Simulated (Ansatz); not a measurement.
CH₄FGaGe, relaxed with RKS PBE-D4/def2-SVP in Ansatz from a rough embedded geometry. The force threshold is 0.03 eV/Å; the program also tests the step.

Charge 0, multiplicity 1. The bonds changed during the relaxation, so this is another structure than the one it started from.

Start:

```xyz
8

F     1.873    0.217    0.455
Ga    1.232    1.056   -0.109
C    -0.002   -0.183   -0.932
Ge   -1.093   -0.323    0.665
H    -0.186   -1.130   -1.522
H    -0.370    0.675   -1.557
H    -1.023    1.062    1.396
H    -0.430   -1.374    1.604
```

Question: How much energy does the relaxation release, and in how many steps? (An estimate is asked.)

Answer: Computed: 399.24 kcal/mol, in 16 steps.

Question: Which bonds change most? (Best estimate.)

Answer: Computed: F1–Ge4 from 3.023 to 1.845 Å; Ga2–C3 from 1.933 to 2.173 Å; C3–Ge4 from 1.939 to 1.910 Å; C3–H5 from 1.131 to 1.110 Å.

Question: Give the relaxed structure. (Estimate.)

Answer: The calculation gave: 
```xyz
8

F     1.324    0.400    1.295
Ga    1.942    0.663   -1.058
C    -0.121   -0.018   -1.046
Ge   -0.380   -0.142    0.842
H    -0.216   -0.994   -1.565
H    -0.788    0.724   -1.531
H    -1.277    0.906    1.554
H    -0.485   -1.541    1.508
```
